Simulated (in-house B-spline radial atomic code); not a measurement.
Successive ionisation energies of terbium; each step leads to the configuration of the next row (after the last: [Ar] 3d3/2(4) 3d5/2(3)). Dirac energy differences include first-order Breit, QED and recoil terms. NIST's values go from ground level to ground level; the uncertainty of those that are theory runs from under 0.1 % in few-electron ions to several per cent in heavy many-electron ones. Computed with an all-electron radial atomic-structure program (B-spline basis): Dirac-Hartree-Fock, jj configuration that fills j = l - 1/2 first, finite nuclei.

A number in brackets counts the electrons of a j subshell.

```json
{"ion": "Tb31+", "configuration": "[Ar] 3d10 4s2 4p1/2(2) 4p3/2(2)", "ionisation energy (eV)": "1255.1", "tabulated value (eV)": "1256", "computed minus tabulated (eV)": "-0.9", "highest orbital": "4p3/2", "largest mean radius (bohr)": "0.50582"}
{"ion": "Tb32+", "configuration": "[Ar] 3d10 4s2 4p1/2(2) 4p3/2(1)", "ionisation energy (eV)": "1300.9", "tabulated value (eV)": "1301", "computed minus tabulated (eV)": "-0.1", "highest orbital": "4p3/2", "largest mean radius (bohr)": "0.50231"}
{"ion": "Tb33+", "configuration": "[Ar] 3d10 4s2 4p1/2(2)", "ionisation energy (eV)": "1392.7", "tabulated value (eV)": "1393", "computed minus tabulated (eV)": "-0.3", "highest orbital": "4p1/2", "largest mean radius (bohr)": "0.48204"}
{"ion": "Tb34+", "configuration": "[Ar] 3d10 4s2 4p1/2(1)", "ionisation energy (eV)": "?", "tabulated value (eV)": "?", "computed minus tabulated (eV)": "?", "highest orbital": "?", "largest mean radius (bohr)": "?"}
{"ion": "Tb35+", "configuration": "[Ar] 3d10 4s2", "ionisation energy (eV)": "?", "tabulated value (eV)": "?", "computed minus tabulated (eV)": "?", "highest orbital": "?", "largest mean radius (bohr)": "?"}
{"ion": "Tb36+", "configuration": "[Ar] 3d10 4s1", "ionisation energy (eV)": "1609.3", "tabulated value (eV)": "1610.4", "computed minus tabulated (eV)": "-1.1", "highest orbital": "4s1/2", "largest mean radius (bohr)": "0.4737"}
{"ion": "Tb37+", "configuration": "[Ar] 3d10", "ionisation energy (eV)": "2750.4", "tabulated value (eV)": "2750", "computed minus tabulated (eV)": "0.4", "highest orbital": "3d5/2", "largest mean radius (bohr)": "0.23538"}
{"ion": "Tb38+", "configuration": "[Ar] 3d3/2(4) 3d5/2(5)", "ionisation energy (eV)": "2857.1", "tabulated value (eV)": "2852", "computed minus tabulated (eV)": "5.1", "highest orbital": "3d5/2", "largest mean radius (bohr)": "0.23384"}
{"ion": "Tb39+", "configuration": "[Ar] 3d3/2(4) 3d5/2(4)", "ionisation energy (eV)": "2965.2", "tabulated value (eV)": "2961", "computed minus tabulated (eV)": "4.2", "highest orbital": "3d5/2", "largest mean radius (bohr)": "0.23231"}
```

Q: Fill in the row of Tb34+.

A: ionisation energy (eV): 1442.8; tabulated value (eV): 1443; computed minus tabulated (eV): -0.2; highest orbital: 4p1/2; largest mean radius (bohr): 0.47941.

Q: Fill in the row of Tb35+.

A: ionisation energy (eV): 1558.5; tabulated value (eV): 1559; computed minus tabulated (eV): -0.5; highest orbital: 4s1/2; largest mean radius (bohr): 0.4768.

Q: Where is the largest jump?

A: From Tb36+ to Tb37+, by a factor of 1.71 (1609.3 to 2750.4 eV); the highest orbital goes from 4s1/2 to 3d5/2.
